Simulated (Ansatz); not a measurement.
GeH9NSi2 (`[SiH3][N]([SiH3])[GeH3]`) from Hartree–Fock to CCSD(T)

Cartesian coordinates in Å:
```
Si -1.534 0.776 -0.403
N -0.047 0.031 0.063
Si 0.185 -0.825 1.546
Ge 1.360 0.055 -1.150
H -2.239 0.010 -1.468
H -2.419 0.862 0.788
H -1.279 2.142 -0.938
H -0.072 -2.286 1.411
H 1.601 -0.660 1.978
H -0.724 -0.282 2.588
H 0.762 0.360 -2.532
H 2.036 -1.325 -1.137
H 2.370 1.142 -0.746
```

Total charge 0; spin multiplicity 1. Correlated methods include outer-core shells of Ge, which these sets cover unevenly. Scalar relativity is left out up to krypton. Geometry: relaxed with PBE0-D4/def2-TZVP. Frozen core, restricted reference, the Gaussian-basis code of Ansatz.

```tsv
basis	HF (Eh)	MP2 corr.	CCSD corr.	(T)	CCSD(T) total
def2-SVP	-2712.47436	-0.61026	-0.66744	-0.01809	-2713.15989
def2-TZVPP	-2713.01719	-0.73247	-0.78839	-0.02799	-2713.83357
def2-QZVPP	-2713.08124	-1.02928	–	–	–
```
